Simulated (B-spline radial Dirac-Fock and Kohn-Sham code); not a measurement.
Two-hole binding energies of La³⁺

System: lanthanum as La³⁺, configuration [Kr] 4d10 5s2 5p6.

Input file task.json (cfg lists n, l and occupation; rrms is the nuclear radius in fm):

```json
{"items": [{
  "Z": 57,
  "q": 3,
  "cfg": [[1, 0, 2], [2, 0, 2], [2, 1, 6], [3, 0, 2], [3, 1, 6], [3, 2, 10], [4, 0, 2], [4, 1, 6], [4, 2, 10], [5, 0, 2], [5, 1, 6]],
  "A": 139,
  "rrms": 4.855,
  "do": ["binding", "quiet", "double"]
}]}
```

Launch: `python xray_run.py task.json out`

Level of theory: multi-electron Dirac-Fock with separately optimised hole states, Breit and Lamb-shift corrections added in first order; a B-spline atomic structure program. U is the two-hole binding energy less the two single-hole energies, the effective repulsion of the holes after relaxation. Each two-hole energy is an average over J within one jj subconfiguration.

```tsv
holes	E(a) (eV)	E(b) (eV)	E(ab) (eV)	U (eV)
1s⁻¹ 2p1/2⁻¹	38961.5	5930.1	45169.7	278.1
1s⁻¹ 3p1/2⁻¹	38961.5	1246.9	40294.5	86.1
1s⁻¹ 3d3/2⁻¹	38961.5	888.4	39925.2	75.4
2s⁻²	6310.4	6310.4	12781.1	160.2
2p1/2⁻²	5930.1	5930.1	12060.2	199.9
2s⁻¹ 2p3/2⁻¹	6310.4	5522.2	11978.2	145.5
2s⁻¹ 3p1/2⁻¹	6310.4	1246.9	7628.8	71.5
2p1/2⁻¹ 3d3/2⁻¹	5930.1	888.4	6892.0	73.5
2p3/2⁻¹ 3p1/2⁻¹	5522.2	1246.9	6842.5	73.5
3p1/2⁻¹ 3p3/2⁻¹	1246.9	1165.7	2465.4	52.8
3d3/2⁻¹ 3d5/2⁻¹	888.4	871.6	1820.2	60.3
3d5/2⁻²	871.6	871.6	1802.4	59.3
4d3/2⁻¹ 4d5/2⁻¹	140.0	137.0	?	?
4d5/2⁻²	137.0	137.0	297.1	23.0
```

Question: Give the missing two-hole energy and U.

Answer: E(ab) = 300.3 eV and U = 23.3 eV.

Values without a named source are computed, but for edge energies of neutral atoms, which are taken from tables.
